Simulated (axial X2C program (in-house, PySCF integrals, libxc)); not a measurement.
## Spin–orbit effects along a row: molecules with Ge, PBE0

Calculated with an in-house all-electron X2C program for linear molecules (integrals from PySCF), spin-free (one-electron X2C) or two-component (2c: spin–orbit coupling with atomic mean-field Coulomb and Gaunt terms, which also bring small scalar terms), in Dyall basis sets with cores contracted in-house; open shells are unrestricted.

Basis sets: Al dyall-v3z, Cl dyall-av3z, Ge dyall-cv3z, Mg dyall-cv3z, Na dyall-cv3z, P dyall-v3z, S dyall-av3z.

| molecule | spin-free state | Re (Å) | ωe (cm⁻¹) | De (eV) | 2c state | Re 2c (Å) | ωe 2c (cm⁻¹) | De 2c (eV) |
| --- | --- | --- | --- | --- | --- | --- | --- | --- |
| NaGe | M_S = 3/2, Λ = 0 | 2.733 | 208.6 | 1.32 | Ω = 3/2 | 2.735 | 208.3 | n/a |
| MgGe | M_S = 1, Λ = 0 | 2.581 | 254.1 | 1.07 | Ω = 1 | 2.582 | 253.5 | n/a |
| AlGe | M_S = 3/2, Λ = 0 | 2.466 | 304.5 | 2.49 | Ω = 3/2 | 2.467 | 304.1 | n/a |
| GeP | M_S = 1/2, Λ = 1 | 2.143 | 492.5 | 3.23 | Ω = 3/2 | 2.144 | 490.9 | n/a |
| GeS | M_S = 0, Λ = 0 | 2.011 | 586.4 | 5.58 | Ω = 0 | 2.012 | 585.9 | n/a |
| GeCl | M_S = 1/2, Λ = 1 | 2.177 | 400.3 | 4.05 | Ω = 1/2 | 2.178 | 399.5 | n/a |

(1) Work out the shifts from the spin-free to the two-component result.

Each entry is the lowest single determinant of a limited PBE0 search at one distance. De goes to single-determinant-based atoms at the same level (for ions the charge split of lowest energy) and is withheld (n/a) where an atom does not fit its ground term or J level. Main or longest-lived isotopes. One determinant is a doubtful description, or other states lie close, for NaGe, MgGe, AlGe, GeP; these need not be ground states, and all values refer to the states named. Some open-shell Ω = 0 determinants are out of reach, so the Ω given for MgGe need not be the lowest component. With several unpaired electrons the Ω given is that of one determinant, not necessarily of the lowest component. The functionals have no current term, which raises determinants with orbital currents.

Answers

(1) 

| molecule | 2c state | ΔRe (Å) | Δωe (cm⁻¹) | ΔDe (eV) |
| --- | --- | --- | --- | --- |
| NaGe | Ω = 3/2 | 0.002 | -0.3 | n/a |
| MgGe | Ω = 1 | 0.001 | -0.6 | n/a |
| AlGe | Ω = 3/2 | 0.001 | -0.4 | n/a |
| GeP | Ω = 3/2 | 0.001 | -1.6 | n/a |
| GeS | Ω = 0 | 0.001 | -0.5 | n/a |
| GeCl | Ω = 1/2 | 0.001 | -0.8 | n/a |

Shifts of one unit in the last digit are rounding.
